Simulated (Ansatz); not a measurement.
Geometry optimisation, RKS B3LYP-D4/def2-SVP (Ansatz 0.2.0).

The input (input.yaml):

```yaml
crystal:
  periodic: [false, false, false]
  atoms:
    - { symbol: F, position_ang: [-1.5574, 1.6019, 0.4721] }
    - { symbol: Si, position_ang: [-0.1641, 1.1609, -0.0482] }
    - { symbol: Si, position_ang: [-0.0019, -1.1258, 0.0658] }
    - { symbol: Cl, position_ang: [-0.3249, -1.77641, 2.0833] }
    - { symbol: H, position_ang: [0.0177, 1.6296, -1.4658] }
    - { symbol: H, position_ang: [0.8688, 1.8482, 0.7941] }
    - { symbol: H, position_ang: [1.28503, -1.63758, -0.32704] }
    - { symbol: H, position_ang: [-1.09852, -1.7867, -0.68883] }
basis:
  gaussian: { orbitals: def2-SVP }
hamiltonian:
  xc: b3lyp
  dispersion: d4
relax:
  f_tol: 0.015
  max_steps: 40
```

Run as:

```bash
$ ansatz run input.yaml --threads 1 --pin off --max-ram 2048MiB --backend cpu --events-out ev --progress --plain --runs-dir out
```

**Question.** Where does it end, and by what steps?

**Answer.** The run converged. After 6 steps the energy has fallen by 0.219 eV; Cl4 moved furthest, 0.11 Å.

```csv
step,energy less start (eV),largest force component (eV/Å),accepted
0,0.0000,3.084,yes
1,-0.1617,1.660,yes
2,-0.2130,0.346,yes
3,-0.2159,0.097,yes
4,-0.2187,0.018,yes
5,-0.2190,0.023,yes
6,-0.2193,0.008,yes
```

```xyz
8
Properties=species:S:1:pos:R:3
F -1.640 1.644 0.422
Si -0.148 1.175 -0.046
Si -0.036 -1.168 0.091
Cl -0.245 -1.702 2.099
H 0.073 1.643 -1.445
H 0.853 1.801 0.861
H 1.285 -1.655 -0.401
H -1.118 -1.823 -0.695
```

The run took 15 s on 1 CPU thread of a shared host.
